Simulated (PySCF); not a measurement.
**Spinor energies of Sm⁵⁷⁺ (samarium, charge +57)**

Start: [He] 2s2 2p1; 2p3/2 filled at m_j = +3/2. Calculated with PySCF 2.14 in an even-tempered Gaussian basis (17 s from 38 bohr⁻², ratio 2.4; 13 p from 50 bohr⁻², ratio 2.4; 5 d from 160 bohr⁻², ratio 2.6; 4 f from 240 bohr⁻², ratio 2.6): generalised Hartree-Fock with the X2C-1e Hamiltonian and a Gaussian nucleus; one run each with spin-orbit coupling (SO) screened by Boettger's factors, then bare. This is a chosen level, not necessarily the ground level.

```
spinor shell  electrons  ε, screened SO (eV)  ε, bare SO (eV)  weight of nominal j (bare SO)  rms radius, bare SO (bohr)
       1s1/2          2             -52980.5         -52980.8                          1.000                      0.0258
       2s1/2          2             -12753.5         -12753.6                          1.000                       0.100
       2p3/2          1             -11932.5         -11926.1                          1.000                      0.0901
```

```
   quantity  screened SO      bare SO
E (hartree)  -5424.04366  -5423.81067
        M_J          3/2          3/2
       ⟨J²⟩        3.750        3.750
       ⟨L²⟩        2.000        2.000
       ⟨S²⟩        0.750        0.750
```

Each row is a mean over spinors that exchange with the open shell spreads, by up to 52.888 eV (2s1/2).

Breit and QED terms are absent; they matter most for the inner s and p1/2 levels.

Densities and radii are taken from the X2C orbitals without a picture-change correction, which distorts them close to the nucleus.
